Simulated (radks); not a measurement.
Spherical quantum dot in the effective-mass picture: electrons in a hard-walled sphere of radius 5.3, with a point charge +1 (a donor) at the centre, all in effective atomic units (hartree* = m*/eps^2 hartree, bohr* = eps/m* bohr), one dielectric constant everywhere. Method: non-relativistic Kohn-Sham, LDA (Slater exchange, Perdew-Wang correlation), spin-polarised, spherical densities; computed with a radial shooting solver with Libxc functionals. Levels are named by radial order and angular momentum (1s, 1p, 1d, 2s, ...), and open shells are averaged over m. Each electron was tried in the lowest free levels, single moves between levels near the top were tried too, and the lowest total energy was kept; such a search can miss a lower state. At N = 1 the Hartree and exchange-correlation terms need not cancel, so that row can carry a self-interaction error.

| N | open shells | 2S | addition energy mu(N+1) - mu(N) (hartree*) | e(HOMO) (hartree*) | rms radius (bohr*) |
|---|---|---|---|---|---|
| 1 | 1s(up 1, down 0) | 1 | 0.4972 | -0.25839 | 1.726 |
| 2 | none | 0 | 0.5634 | 0.17798 | 2.165 |
| 3 | 1p(up 1, down 0) | 1 | 0.2301 | 0.69820 | 2.672 |
| 4 | 1p(up 2, down 0) | 2 | 0.2373 | 0.93371 | 2.922 |
| 5 | 1p(up 3, down 0) | 3 | 0.2972 | 1.1720 | 3.082 |
| 6 | 1p(up 3, down 1) | 2 | 0.2254 | 1.4616 | 3.202 |
| 7 | 1p(up 3, down 2) | 1 | 0.2298 | 1.6899 | 3.294 |
| 8 | none | 0 | 0.4071 | 1.9207 | 3.368 |
| 9 | 2s(up 1, down 0) | 1 | 0.2452 | 2.3574 | 3.403 |
| 10 | 1d(up 2, down 0) | 2 | 0.2134 | 2.5586 | 3.506 |
| 11 | 1d(up 3, down 0) | 3 | 0.2248 | 2.7833 | 3.559 |
| 12 | 1d(up 4, down 0) | 4 | 0.2250 | 3.0083 | 3.604 |
| 13 | 1d(up 5, down 0) | 5 | 0.2697 | 3.2333 | 3.643 |
| 14 | 1d(up 5, down 0) 2s(up 1, down 0) | 6 | 0.2428 | 3.5476 | 3.644 |
| 15 | 1d(up 5, down 2) | 3 | 0.2091 | 3.7319 | 3.711 |
| 16 | 1d(up 5, down 3) | 2 | 0.2212 | 3.9529 | 3.740 |
| 17 | 1d(up 5, down 4) | 1 | 0.2215 | 4.1743 | 3.766 |
| 18 | none | 0 | 0.2862 | 4.3960 | 3.790 |
| 19 | 2s(up 1, down 0) | 1 | 0.3829 | 4.7406 | 3.781 |
| 20 | 2s(up 1, down 0) 1f(up 1, down 0) | 2 | 0.2184 | 5.0635 | 3.805 |
| 21 | 2s(up 1, down 0) 1f(up 2, down 0) | 3 | 0.2185 | 5.2819 | 3.827 |
| 22 | 2s(up 1, down 0) 1f(up 3, down 0) | 4 | 0.2186 | 5.5005 | 3.847 |
| 23 | 2s(up 1, down 0) 1f(up 4, down 0) | 5 | 0.2186 | 5.7192 | 3.866 |
| 24 | 2s(up 1, down 0) 1f(up 5, down 0) | 6 | 0.2186 | 5.9378 | 3.884 |
| 25 | 2s(up 1, down 0) 1f(up 6, down 0) | 7 | 0.2186 | 6.1564 | 3.901 |
| 26 | 2s(up 1, down 0) 1f(up 7, down 0) | 8 | 0.2725 | 6.3750 | 3.917 |
| 27 | 2s(up 1, down 0) 1f(up 7, down 1) | 7 | 0.2159 | 6.6461 | 3.932 |
| 28 | 2s(up 1, down 0) 1f(up 7, down 2) | 6 | 0.2161 | 6.8621 | 3.946 |
| 29 | 2s(up 1, down 0) 1f(up 7, down 3) | 5 | - | 7.0783 | 3.959 |

All shells are closed at N = 2, 8, 18 (there: 1s2 1p6 1d10); the second difference of the energy has clear peaks (12 % above both neighbours; the first and last values, which can be the largest, are not judged, and half-filled shells can peak too) at N = 2, 5, 8, 19, 26.
